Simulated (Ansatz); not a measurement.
Abridged output of a molecular run in Ansatz:

```
Functional definition: HF
1074 factors; integrals over basis functions are off by at most 1.2e-3 eV
mean field evaluation 1: about -29831.1210 eV, gradient 5.2e1 eV
mean field evaluation 2: about -29831.1292 eV, gradient 5.2e1 eV
mean field evaluation 4: about -29836.7120 eV, gradient 3.2e0 eV
mean field evaluation 8: about -29836.7458 eV, gradient 8.3e-2 eV
mean field evaluation 16: about -29836.7303 eV, gradient 9.5e-1 eV
mean field -29836.74581064 eV, -1096.4801844682 hartree, gradient 3.0e-6 eV, S^2 0.000000; 0 other end points of the search recorded, 0 dependent functions left out
12 core orbitals not correlated: weight in the atoms' cores, before any rotation towards them, 1.000 or more for the frozen orbitals, at most 0.000 for the correlated occupied ones
reference -29836.74581064 eV, -1096.4801844682 hartree; 20, 20 occupied and 78, 78 virtual orbitals, 1074 factors
second order -23.67359543 eV of doubles, -0.00000000 eV of singles
cycle   1  -23.76676379 eV  change   -9.3e-2 eV  update   1.5e-1
cycle   2  -24.32558997 eV  change   -5.6e-1 eV  update   5.5e-2
cycle   3  -24.50913801 eV  change   -1.8e-1 eV  update   2.8e-2
cycle   4  -24.50434052 eV  change    4.8e-3 eV  update   7.4e-3
cycle   5  -24.49762565 eV  change    6.7e-3 eV  update   2.8e-3
cycle   6  -24.49770027 eV  change   -7.5e-5 eV  update   1.0e-3
cycle   7  -24.49766910 eV  change    3.1e-5 eV  update   4.2e-4
cycle   8  -24.49764664 eV  change    2.2e-5 eV  update   1.5e-4
cycle   9  -24.49774508 eV  change   -9.8e-5 eV  update   4.7e-5
cycle  10  -24.49773909 eV  change    6.0e-6 eV  update   2.0e-5
perturbative correction -0.75038110 eV, -0.0275759968 hartree
Total energy: -29861.99393083 eV, -1097.4080357715 hartree
```

Its atoms:

Cartesian coordinates in Å:
```
N 1.341 -0.678 0.192
Zr -0.555 -0.023 0.172
O -0.575 1.439 -1.034
Cl -1.970 -1.782 -0.525
Cl -1.174 0.613 2.362
H 1.681 -1.457 0.741
H 2.106 -0.286 -0.340
H -0.854 2.176 -1.570
```

Which basis set was used?
A. def2-QZVPP
B. def2-TZVPP
C. def2-SVP
D. cc-pV(Q+d)Z

C. It gives 110 functions.

Write the keys of the input that set method, charge and spin (a neutral closed shell needs none for the last two).


```yaml
correlation: {method: ccsd_t}
```
